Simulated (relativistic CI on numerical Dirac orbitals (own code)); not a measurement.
One change at a time: Tc41+

Base calculation: Dirac-Coulomb-Breit CI, separate exchange-only KLI orbitals for each configuration, a model potential for QED, unscaled Slater integrals.

Configuration list: 1s², 1s2s, 1s2p, 1s3s, 1s3p, 1s3d, 1s4s, 1s4p, 1s4d, 1s4f, 1s5s, 1s5p, 1s5d, 1s5f, 1s5g, 1s6s, 1s6p, 1s6d. Levels of other configurations are missing.

Variants: (1) valence Slater integrals scaled by 0.9; (2) QED terms removed; (3) one mean potential for all configurations. Shifts of the energy above 1s² ¹S0, in eV, for the lowest level and the first level of each name with at least 55 % of one term (blank where a level changes its place among those of its configuration and J or its character, or is not in the variant):

```tsv
Level	Base	Δ(1)	Δ(2)	Δ(3)
1s² ¹S0	0.0	0.0	0.0	0.0
1s2s ³S1	18740.1	+1.4	+17.0	-0.5
1s2p ³P°0	18797.6	+1.0	+20.0	-0.7
1s2p ³P°1	18798.6	0.0	+20.0	-0.6
1s2s ¹S0	18800.6	-4.1	+17.1	+0.2
1s2p ³P°2	18941.3	+0.9	+19.8	-0.6
1s2p ¹P°1	18969.3	-1.9	+19.8	-0.5
1s3s ³S1	22248.7	+0.4	+19.2	-0.4
1s3p ³P°0	22264.4	+0.3	+20.1	-0.5
1s3p ³P°1	22264.7	0.0	+20.0	-0.5
1s3s ¹S0	22264.8	-1.1	+19.1	-0.3
1s3p ³P°2	22307.2	+0.3	+20.0	-0.4
1s3d ³D2	22314.1	0.0	+20.1	-0.4
1s3d ³D1	22314.8	0.0	+20.1	-0.4
1s3p ¹P°1	22315.0	-0.5	+20.0	-0.5
1s3d ³D3	22328.2	0.0	+20.0	-0.4
1s3d ¹D2	22329.0	0.0	+20.0	-0.4
1s4s ³S1	23463.7	+0.1	+19.7	-0.4
1s4p ³P°0	23470.1	+0.1	+20.0	-0.4
1s4s ¹S0	23470.3	-0.4	+19.7	-0.4
1s4p ³P°1	23470.3	0.0	+20.0	-0.4
1s4p ³P°2	23488.1	+0.1	+20.0	-0.4
```

At this charge energies of transitions that change n are usually good to better than 1 %, and those within a shell (Δn = 0) to a few per cent.

Ionisation energy from the two ground configurations alone: base 25002.4 eV; QED terms removed 25022.4 eV. The NIST ASD value (theoretical) is 25004.5 eV.

LS names give the leading component of a level, which can be under half, so a name can repeat, a term be missing and a line seem to break the LS rules.
